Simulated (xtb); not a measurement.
Ga$_{2}$ (SMILES [Ga][Ga]), triplet, at a GFN2-xTB geometry (such geometries of metal compounds can be far from the true shape). Base run: GFN2-xTB (xtb).

Input for xtb:
```
$ xtb mol.xyz --gfn 2 --uhf 2 --json

# file mol.xyz
2

Ga    -0.00000000    -0.00000000    -1.36141857
Ga     0.00000000     0.00000000     1.36141857
```

The base run was repeated with changes; each row names its change, and settings that it needs were set with it.

| change | ΔE vs base (mEh) | G_solv (kcal/mol) | SCF cycles |
|---|---|---|---|
| base | 0.000 | - | 8 |
| alpb = ether | -11.169 | -7.01 | 8 |
| file = coord | 0.000 | - | 8 |
| alpb = dmso | -12.700 | -7.97 | 8 |
| alpb = dmf | -12.403 | -7.78 | 8 |
| acc = 0.0001 | 0.000 | - | 10 |
| gbsa = toluene | -7.712 | -4.84 | 8 |
| etemp = 10000 | -77.425 | - | 8 |

ALPB and GBSA are two models with their own fitted parameters for each solvent, which aren't always the measured dielectric constant.
